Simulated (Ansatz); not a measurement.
Geometry optimisation, DFT PBE, scalar-relativistic, plane waves, PAW (Ansatz 0.2.0).

Input:

```yaml
crystal:
  lattice:
    - [7.67918, 0.0, 0.0]
    - [0.0, 7.67918, 0.0]
    - [0.0, 0.0, 20.254362]
  atoms:
    - { symbol: H, position: [0.409392, 0.0, 0.0493721] }
    - { symbol: H, position: [0.090608, 0.0, 0.0493721] }
    - { symbol: H, position: [0.909392, 0.0, 0.0493721] }
    - { symbol: H, position: [0.590608, 0.0, 0.0493721] }
    - { symbol: H, position: [0.409392, 0.5, 0.0493721] }
    - { symbol: H, position: [0.090608, 0.5, 0.0493721] }
    - { symbol: H, position: [0.909392, 0.5, 0.0493721] }
    - { symbol: H, position: [0.590608, 0.5, 0.0493721] }
    - { symbol: Si, position: [0.25, 0.0, 0.0921036] }
    - { symbol: Si, position: [0.75, 0.0, 0.0921036] }
    - { symbol: Si, position: [0.25, 0.5, 0.0921036] }
    - { symbol: Si, position: [0.75, 0.5, 0.0921036] }
    - { symbol: Si, position: [0.25, 0.25, 0.1591262] }
    - { symbol: Si, position: [0.75, 0.25, 0.1591262] }
    - { symbol: Si, position: [0.25, 0.75, 0.1591262] }
    - { symbol: Si, position: [0.75, 0.75, 0.1591262] }
    - { symbol: Si, position: [0.0, 0.25, 0.2261488] }
    - { symbol: Si, position: [0.5, 0.25, 0.2261488] }
    - { symbol: Si, position: [0.0, 0.75, 0.2261488] }
    - { symbol: Si, position: [0.5, 0.75, 0.2261488] }
    - { symbol: Si, position: [0.0, 0.0, 0.2931714] }
    - { symbol: Si, position: [0.5, 0.0, 0.2931714] }
    - { symbol: Si, position: [0.0, 0.5, 0.2931714] }
    - { symbol: Si, position: [0.5, 0.5, 0.2931714] }
    - { symbol: Si, position: [0.25, 0.0969069, 0.3582191] }
    - { symbol: Si, position: [0.75, 0.0969069, 0.3582191] }
    - { symbol: Si, position: [0.25, 0.4030931, 0.3404452] }
    - { symbol: Si, position: [0.75, 0.4030931, 0.3404452] }
    - { symbol: H, position: [0.25, 0.4689802, 0.407535] }
    - { symbol: H, position: [0.75, 0.4689802, 0.407535] }
    - { symbol: Cl, position: [0.2353317, 0.470099, 0.5018357] }
    - { symbol: Cl, position: [-0.015736, 0.4008432, 0.5043043] }
basis:
  ecutwfc: 420.0
kpoints:
  mp_grid: { grid: [2, 2, 1] }
hamiltonian:
  xc: pbe
  pseudopotentials: { kind: paw, azcp: { folder: soft_1 } }
scf:
  occupations: { method: fermi_dirac, width: 0.02 }
  lower_state_search: "off"
relax:
  f_tol: 0.03
  max_steps: 60
  adjacent_minimum: "off"
  constraints: [{ sites: [0, 1, 2, 3, 4, 5, 6, 7, 8, 9, 10, 11] }]
output:
  write_density: true
  write_potential: true
  elf: true
  volumetric_format: npy
```

Run as:

```bash
$ ansatz run input.yaml --threads 2 --pin off --max-ram 5120MiB --backend cpu --events-out ev --progress --plain --runs-dir out
```

Question: Where does it end, and by what steps?

Answer: It converged. Limits of this set-up: coarse k mesh, thin slab, slab without dipole correction, no dispersion correction for a molecule that may bind weakly. After 43 steps the energy has fallen by 7.182 eV; Cl31 moved furthest, 3.81 Å. Parted: Cl31–Cl32 (2.00 → 3.84 Å). Joined: Si25–Cl31 (4.08 → 2.09 Å), Si26–Cl32 (4.18 → 2.09 Å).

| step | energy less start (eV) | largest force component (eV/Å) | accepted |
| --- | --- | --- | --- |
| 0 | 0.0000 | 2.142 | yes |
| 2 | -1.2565 | 0.742 | yes |
| 4 | -1.5444 | 0.229 | yes |
| 6 | -1.6856 | 0.224 | yes |
| 8 | -1.8256 | 0.270 | yes |
| 10 | -1.8704 | 0.116 | yes |
| 12 | -1.9300 | 0.170 | yes |
| 14 | -2.0423 | 0.330 | yes |
| 16 | -2.2431 | 0.635 | yes |
| 18 | -2.5518 | 0.980 | yes |
| 20 | -2.8872 | 1.100 | yes |
| 22 | -3.2678 | 0.349 | yes |
| 24 | -3.5065 | 0.432 | yes |
| 26 | -3.8047 | 0.826 | yes |
| 28 | -4.2553 | 0.858 | yes |
| 30 | -4.7880 | 1.225 | yes |
| 32 | -5.6897 | 1.643 | yes |
| 34 | -6.5561 | 0.969 | yes |
| 36 | -6.8955 | 0.519 | yes |
| 38 | -7.0833 | 0.292 | yes |
| 40 | -7.1707 | 0.093 | yes |
| 42 | -7.1814 | 0.034 | yes |
| 43 | -7.1820 | 0.003 | yes |

```xyz
32
Lattice="7.6792 0.0000 0.0000 0.0000 7.6792 0.0000 0.0000 0.0000 20.2544" Properties=species:S:1:pos:R:3
H 3.144 0.000 1.000
H 0.696 0.000 1.000
H 6.983 0.000 1.000
H 4.535 0.000 1.000
H 3.144 3.840 1.000
H 0.696 3.840 1.000
H 6.983 3.840 1.000
H 4.535 3.840 1.000
Si 1.920 0.000 1.865
Si 5.759 0.000 1.865
Si 1.920 3.840 1.865
Si 5.759 3.840 1.865
Si 1.920 1.920 3.165
Si 5.760 1.920 3.165
Si 1.920 5.759 3.276
Si 5.759 5.759 3.276
Si 0.000 1.932 4.487
Si 3.840 1.932 4.486
Si 0.000 5.758 4.689
Si 3.840 5.758 4.688
Si 0.000 0.092 5.954
Si 3.840 0.092 5.954
Si 0.000 3.754 5.973
Si 3.840 3.754 5.972
Si 1.920 0.723 7.168
Si 5.759 0.724 7.168
Si 1.920 3.145 7.193
Si 5.759 3.145 7.193
H 1.920 3.647 8.606
H 5.759 3.647 8.606
Cl 1.919 -0.045 9.112
Cl -1.920 -0.044 9.112
```

Time of the run: 7.6 min on 2 threads of Arm Neoverse V2 (shared host), peak memory 1.7 GiB.
